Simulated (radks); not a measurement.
Question: Method: scalar-relativistic Kohn-Sham, LDA (Slater exchange, VWN5 correlation), spin-polarised, spherical densities, finite nucleus; open shells are filled with parallel spins first; Fermi nuclear charge, rms radius of each element as measured or else 0.836 A^(1/3) + 0.57 fm; computed with a radial shooting solver on a logarithmic mesh with Libxc functionals. Response by self-consistent Sternheimer equations with the Hartree and adiabatic LDA kernel, the relativistic mass of each level held fixed and spin-orbit coupling left out. For heavy and open-shell atoms this level of theory can miss by tens of per cent. Rank Ga3+, Ga5+, Ga+, Ga, Ga4+, Ga6+, Ga2+ (NIST ground configurations) by static dipole polarisability, largest first.

Answer: Ga 59.45, Ga+ 16.70, Ga2+ 8.888, Ga3+ 1.491, Ga4+ 0.9227, Ga5+ 0.6304, Ga6+ 0.4650 bohr^3.
